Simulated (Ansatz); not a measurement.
Cartesian coordinates (Å):
```xyz
4

Al     0.0000     0.0000    -0.0002
H      1.5703    -0.1350     0.0004
H     -0.9021    -1.2924     0.0002
H     -0.6683     1.4274    -0.0004
```
Charge 0, spin multiplicity 1.

All values below come from frozen-core CCSD(T)/cc-pVQZ // CAM-B3LYP-D3(BJ)/def2-TZVP in Ansatz (an electronic-structure program).

```json
{
 "HF energy": "-243.64805 Ha",
 "MP2 correlation energy": "-0.10008 Ha"
}
```

Question: Estimate the CCSD correlation energy, the (T) correction, the total energy and the T1 diagnostic.

Answer: 
| Quantity | Result |
|---|---|
| CCSD correlation energy | -0.12185 Ha |
| (T) correction | -0.00174 Ha |
| CCSD(T) total energy | -243.77164 Ha |
| T1 diagnostic | 0.008 |
